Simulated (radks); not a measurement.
Results of a calculation; reference values are marked as such.
Ionisation of the technetium ion Tc+, [Kr] 4d5 5s1, to [Kr] 4d5 as the strength of local exchange is varied. Level of theory: Dirac Kohn-Sham, Slater X-alpha exchange (alpha = 2/3 is LDA exchange), no correlation, spin-unpolarised, spherical densities, point nucleus; open shells are shared between the two j in proportion to 2j + 1 (a radial shooting solver on a logarithmic mesh with Libxc functionals).

| alpha | E(Tc+) (hartree) | exchange (hartree) | IE (eV) | -e of the level emptied (eV) | <r> of it (bohr) |
|---|---|---|---|---|---|
| 0.572 | -4260.69111 | -102.44190 | 13.532 | 10.080 (5s1/2) | 3.118 |
| 0.667 | -4277.73810 | -119.91965 | 14.170 | 10.698 (5s1/2) | 3.055 |
| 0.78 | -4298.10100 | -140.88018 | 14.945 | 11.457 (5s1/2) | 2.983 |
| 0.818 | -4304.96967 | -147.97058 | 15.209 | 11.717 (5s1/2) | 2.960 |
| 0.836 | -4308.22693 | -151.33651 | 15.335 | 11.841 (5s1/2) | 2.949 |
| 0.987 | -4335.64479 | -179.75798 | 16.409 | 12.907 (5s1/2) | 2.860 |

NIST Atomic Spectra Database: 15.260 eV (semi-empirical). The Delta-SCF value meets it near alpha = 0.83. Spin polarisation and multiplet splitting are left out, so open shells lie too high by an amount that depends on their filling. Sharing an open shell by 2j + 1 raises it above the true ground level by a part of the spin-orbit splitting, which enters the differences from NIST.

Beside tabulated values, note that spin-unpolarised runs miss the spin-polarisation part of the exchange energy of open shells.
